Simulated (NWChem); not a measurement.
# HSe₂F; SMILES F[Se][SeH]

```xyz
4

Se    -0.4065     0.9134    -0.0078
F      1.2053     1.6616    -0.0134
Se     0.0817    -1.3088    -0.0307
H      0.1954    -1.5121     1.4303
```
Atoms are numbered in this order, from 1.

Computed with NWChem. Structure relaxed at the PBE0/def2-SVP level. Ions are spin-unrestricted doublets at the neutral geometry; other ion states weren't tried. Functional: LC-ωPBE (HJS hole) with def2-SVP; rows give the range parameter ω in 1/bohr.

Problem. At which range parameter does −ε(HOMO) equal the ΔSCF ionisation energy (optimal tuning)?

Solution. about 0.36 per bohr, by linear interpolation in these runs:
```csv
range parameter (1/bohr),"vertical ionisation energy, ΔSCF (eV)",−ε(HOMO) (eV),ΔSCF minus −ε(HOMO) (eV)
0.25,9.34,8.76,0.58
0.35,9.53,9.49,0.04
0.40,9.61,9.76,-0.15
0.50,9.75,10.19,-0.44
0.80,9.97,10.82,-0.85
```
